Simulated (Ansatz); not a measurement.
Program: Ansatz. Geometries: PBE0-D4/def2-TZVP. ΔE: electronic, gas phase. CBS: MP2 limit from def2 TZ/QZ plus the TZ coupled-cluster correction, frozen cores. This one scheme is used for every species, atoms too. Functionals use def2-TZVPP. HSE06 is defined as in plane-wave codes. No spin–orbit coupling; open shells (•) take unrestricted orbitals. Spin–orbit coupling would lower the free atoms: a little for F. One conformer a species, not always the lowest.

`[CH3][AlH][S]C` + F• → `[CH3][Al][S]C`• + H–F  (hydrogen abstraction from the Al–H bond)

`[CH3][AlH][S]C`:

```xyz
11

C    -1.450    0.150   -0.933
Al   -0.591    1.307    0.382
S     1.272    0.717    1.338
C     1.636   -0.908    0.601
H    -1.709   -0.824   -0.506
H    -2.371    0.601   -1.311
H    -0.798   -0.041   -1.791
H    -1.154    2.713    0.846
H     1.686   -1.651    1.395
H     2.602   -0.857    0.099
H     0.877   -1.208   -0.120
```

`[CH3][Al][S]C`•:

Z-matrix (Å, degrees):
```
C
Al 1 1.966
H 1 1.095 2 109.5
H 1 1.092 2 112.4 3 119.8
H 1 1.094 2 110.1 3 -118.7
S 2 2.190 1 115.8 3 87.9
C 6 1.820 2 104.3 1 -178.5
H 7 1.089 6 108.9 2 119.0
H 7 1.089 6 108.7 2 -122.1
H 7 1.090 6 111.7 2 -1.6
```

H–F:

```xyz
2

F     0.436    0.146   -0.007
H    -0.436   -0.146    0.007
```

```csv
level,ΔE (kcal/mol),difference from CCSD(T)/CBS
LDA (SPW92),-71.6,-17.5
r2SCANh-D4,-52.6,1.5
BHLYP-D4,-44.3,9.8
ωB97X-V,-49.2,4.9
PBE-QIDH,-52.2,1.9
PBE0,-54.1,0.0
r2SCAN0,-50.2,3.9
HSE06,-54.3,-0.2
CAM-B3LYP,-52.1,2.0
LC-ωPBE,-53.9,0.2
CCSD(T)/def2-SVP,-44.5,9.6
SCS-MP2/def2-TZVPP,-52.8,1.3
CCSD/def2-TZVPP,-49.3,4.8
CCSD(T)/def2-TZVPP,-51.2,2.9
HF/def2-QZVPP,-29.0,25.1
HF/CBS(def2),-29.0,25.1
CCSD(T)/CBS,-54.1,0
```

Largest T1 diagnostic among the species: 0.013.

Leaving LDA and LC-ωPBE aside and taking each functional with its dispersion term where it has one, the values, not all of them listed here, spread over 15.8 kcal/mol, from PBE-D4 to BHLYP-D4. LDA lies −11.3 kcal/mol from PBE without D4. From PBE to PBE0 (25 % exact exchange), in def2-TZVPP and without D4, ΔE moves by +6.2 kcal/mol. In def2-TZVPP, CCSD(T) changes the Hartree–Fock value by −22.5 kcal/mol (the triples alone add −1.9 kcal/mol) and MP2 by −29.7 kcal/mol.

CCSD(T)/CBS has its own doubt, a few kJ/mol and more with outer-core shells, so smaller differences from it don't rank the levels.
